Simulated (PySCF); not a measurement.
CH2NO (SMILES [NH]C=O), doublet, geometry from GFN2-xTB; PySCF with DF-CCSD(T)/def2-SV(P).

Input for PySCF:
```python
from pyscf import gto, scf, cc

mol = gto.Mole()
mol.atom = '''
    N     0.85986699   -0.69343707   -0.05411226
    C    -0.35523167   -0.27922787    0.06401295
    O    -0.54050716    0.94259611   -0.00329871
    H     1.58424477    0.00217596   -0.19394028
    H    -1.14786635   -1.01351809    0.21503810
'''
mol.basis = 'def2-sv(p)'
mol.spin = 1
mol.verbose = 4
mol.build()

mf = scf.UHF(mol)
mf = mf.density_fit(auxbasis='def2-universal-jkfit')
mf.kernel()

mycc = cc.CCSD(mf)
mycc.kernel()
et = mycc.ccsd_t()
print('E(CCSD(T)) = %.10f' % (mycc.e_tot + et))
mf.analyze()
```

It wrote (shortened):

```
PySCF version 2.14.0

[INPUT] verbose = 4
[INPUT] num. atoms = 5
[INPUT] num. electrons = 23
[INPUT] charge = 0
[INPUT] spin (= nelec alpha-beta = 2S) = 1
[INPUT] symmetry False subgroup None
[INPUT] Mole.unit = angstrom
[INPUT] Symbol           X                Y                Z      unit          X                Y                Z       unit  Magmom
[...]
nuclear repulsion = 65.547197700828
number of shells = 22
number of NR pGTOs = 80
number of NR cGTOs = 46
basis = def2-sv(p)
ecp = {}

******** <class 'pyscf.df.df_jk.DFUHF'> ********
method = DFUHF
initial guess = minao
damping factor = 0
level_shift factor = 0
DIIS = <class 'pyscf.scf.diis.CDIIS'>
diis_start_cycle = 1
diis_space = 8
diis_damp = 0
SCF conv_tol = 1e-09
SCF conv_tol_grad = None
SCF max_cycles = 50
direct_scf = False
number electrons alpha = 12  beta = 11
Set gradient conv threshold to 3.16228e-05
******** <class 'pyscf.df.df.DF'> ********
auxbasis = def2-universal-jkfit
init E= -168.526064109442

cycle= 1 E= -167.993952020578  delta_E= 0.532  |g|= 0.485  |ddm|=  1.6
cycle= 2 E= -168.030940957999  delta_E= -0.037  |g|= 0.43  |ddm|= 0.646
cycle= 3 E= -168.103567425361  delta_E= -0.0726  |g|= 0.0687  |ddm|= 0.332
cycle= 4 E= -168.106754400221  delta_E= -0.00319  |g|= 0.0265  |ddm|= 0.0807
cycle= 5 E= -168.107956146331  delta_E= -0.0012  |g|= 0.0181  |ddm|= 0.0486
cycle= 6 E= -168.108855989299  delta_E= -0.0009  |g|= 0.0161  |ddm|= 0.0376
cycle= 7 E= -168.109723458292  delta_E= -0.000867  |g|= 0.0152  |ddm|= 0.0395
cycle= 8 E= -168.111710698316  delta_E= -0.00199  |g|= 0.00943  |ddm|= 0.115
cycle= 9 E= -168.112459267008  delta_E= -0.000749  |g|= 0.00431  |ddm|= 0.101
cycle= 10 E= -168.112412245538  delta_E= 4.7e-05  |g|= 0.00574  |ddm|= 0.0236
cycle= 11 E= -168.112502595035  delta_E= -9.03e-05  |g|= 0.00209  |ddm|= 0.0338
cycle= 12 E= -168.112514866817  delta_E= -1.23e-05  |g|= 0.00123  |ddm|= 0.00655
cycle= 13 E= -168.112523251323  delta_E= -8.38e-06  |g|= 0.000799  |ddm|= 0.00678
cycle= 14 E= -168.112527610068  delta_E= -4.36e-06  |g|= 0.000433  |ddm|= 0.00567
cycle= 15 E= -168.112528781151  delta_E= -1.17e-06  |g|= 0.000179  |ddm|= 0.00359
cycle= 16 E= -168.112528869944  delta_E= -8.88e-08  |g|= 6.41e-05  |ddm|= 0.00102
cycle= 17 E= -168.112528878763  delta_E= -8.82e-09  |g|= 2.84e-05  |ddm|= 0.000232
cycle= 18 E= -168.112528880316  delta_E= -1.55e-09  |g|= 1.12e-05  |ddm|= 7.81e-05
cycle= 19 E= -168.112528880568  delta_E= -2.52e-10  |g|= 4.43e-06  |ddm|= 3.35e-05
[...]
converged SCF energy = -168.112528880595  <S^2> = 0.76757251  2S+1 = 2.017496
E(UCCSD) = -168.5853748062196  E_corr = -0.4728459256243671
E(CCSD(T)) = -168.6048899091
Total Energy =                        -168.112528880595278
[...]

 ** Mulliken spin pop alpha/beta on meta-lowdin orthogonal AOs **
 ** Mulliken Spin Density (per AO)  **
spin_pop of  0 N 1s       -0.00000
spin_pop of  0 N 2s        0.11866
spin_pop of  0 N 3s        0.00157
spin_pop of  0 N 2px       0.07189
spin_pop of  0 N 2py       0.74644
spin_pop of  0 N 2pz       0.06785
spin_pop of  0 N 3px       0.00024
spin_pop of  0 N 3py       0.00044
spin_pop of  0 N 3pz      -0.00186
spin_pop of  0 N 3dxy     -0.00053
spin_pop of  0 N 3dyz     -0.00042
spin_pop of  0 N 3dz^2     0.00075
spin_pop of  0 N 3dxz     -0.00029
spin_pop of  0 N 3dx2-y2   -0.00090
spin_pop of  1 C 1s       -0.00000
spin_pop of  1 C 2s       -0.00709
spin_pop of  1 C 3s        0.00053
spin_pop of  1 C 2px      -0.00996
spin_pop of  1 C 2py      -0.01502
spin_pop of  1 C 2pz      -0.01726
spin_pop of  1 C 3px       0.00207
spin_pop of  1 C 3py       0.00177
spin_pop of  1 C 3pz       0.00040
spin_pop of  1 C 3dxy     -0.00095
spin_pop of  1 C 3dyz     -0.00014
spin_pop of  1 C 3dz^2     0.00010
spin_pop of  1 C 3dxz     -0.00047
spin_pop of  1 C 3dx2-y2    0.00129
spin_pop of  2 O 1s       -0.00000
spin_pop of  2 O 2s        0.00075
spin_pop of  2 O 3s       -0.00016
spin_pop of  2 O 2px       0.08115
spin_pop of  2 O 2py       0.01894
spin_pop of  2 O 2pz      -0.04556
spin_pop of  2 O 3px      -0.00055
spin_pop of  2 O 3py       0.00015
spin_pop of  2 O 3pz      -0.00034
spin_pop of  2 O 3dxy     -0.00005
spin_pop of  2 O 3dyz      0.00011
spin_pop of  2 O 3dz^2     0.00002
spin_pop of  2 O 3dxz      0.00001
spin_pop of  2 O 3dx2-y2    0.00021
spin_pop of  3 H 1s       -0.01073
spin_pop of  3 H 2s        0.00226
spin_pop of  4 H 1s       -0.00555
spin_pop of  4 H 2s        0.00023
 ** Mulliken Spin Density (per atom)  **
spin density of  0 N =      1.00384
spin density of  1 C =     -0.04472
spin density of  2 O =      0.05467
spin density of  3 H =     -0.00848
spin density of  4 H =     -0.00532
 ** Mulliken pop alpha/beta on meta-lowdin orthogonal AOs **
 ** Mulliken pop       alpha | beta **
In total            12.00000 | 11.00000
 ** Mulliken atomic charges   ( Nelec_alpha | Nelec_beta ) **
charge of  0N =     -0.19977  (     4.10180      3.09796 )
charge of  1C =      0.43058  (     2.76235      2.80707 )
charge of  2O =     -0.56475  (     4.30971      4.25504 )
charge of  3H =      0.24906  (     0.37123      0.37971 )
charge of  4H =      0.08488  (     0.45490      0.46022 )
Dipole moment(X, Y, Z, Debye):  1.44480, -2.80581,  0.02989
```
